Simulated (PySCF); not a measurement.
# Exercise with solution: oscillator strength and radiative lifetime

C₉H₆N₄, SMILES C1=CC2=NC=CC3=NC=NC(=C1)N23.

Geometry optimised at B3LYP-D3(BJ)/def2-SVP.

TDA-PBE/def2-SVP run with PySCF 2.14.0 puts the first singlet state with f over 0.02 at 3.66 eV (vertical), with the transition dipole (0.850, -0.053, 0.000) in atomic units.

Find the oscillator strength, the wavelength and the radiative lifetime that this transition would have in vacuum if emission retraced absorption.


|μ|² = 0.7253 au, so |μ| = 2.16 D. ΔE = 3.66/27.211 = 0.1345 hartree. f = (2/3) ΔE |μ|² = 0.065 (the program prints 0.065).
λ = 1239.84/3.66 = 339 nm; ν = 29520 cm⁻¹.
Einstein's coefficient A = 0.6670 ν² f s⁻¹ (ν in cm⁻¹) = 3.8e7 s⁻¹, so τ = 1/A = 26 ns. This state is S4; the lower singlets have f = 0.001, 0.000, 0.000. The figure is the radiative limit of this one transition; relaxation, internal conversion, crossing to triplets and a medium change what is measured.
